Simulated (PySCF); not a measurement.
difluoro(fluorosilyl)silane (F3H3Si2), SMILES F[SiH2][SiH](F)F.

Geometry: ωB97X-D3(BJ)/def2-SVP. One conformer was computed; it need not be the lowest.

Two levels are set side by side: PBE/def2-TZVP (PySCF) and HF/def2-TZVP (PySCF). Same geometry, gas phase. Differences are taken from unrounded values.

```json
[
 {"quantity": "orbital gap (eV)", "PBE": "5.22"},
 {"quantity": "highest occupied level (eV)", "PBE": "-7.43"},
 {"quantity": "lowest empty level (eV)", "PBE": "-2.20"},
 {"quantity": "dipole moment (D)", "PBE": "1.21"},
 {"quantity": "mean polarisability (bohr³)", "PBE": "51.5"}
]
```

Q: These are the PBE values. What does HF give? (The exact figures need the calculation; the answer reports its results.)

A: 
```tsv
quantity	HF	PBE minus HF
orbital gap (eV)	13.86	-8.64
highest occupied level (eV)	-11.94	4.52
lowest empty level (eV)	1.92	-4.13
dipole moment (D)	1.50	-0.29
mean polarisability (bohr³)	43.9	7.6
```

PBE's occupied levels lie high since its potential decays too fast outside the molecule; exact exchange lowers them and widens the gap. Loosely held outer electrons make PBE densities more polarisable. Differences between two approximate levels are no errors against the true value.

Rough cost on one machine, each run with all the roots and properties that it gave: HF against PBE about 1/3.
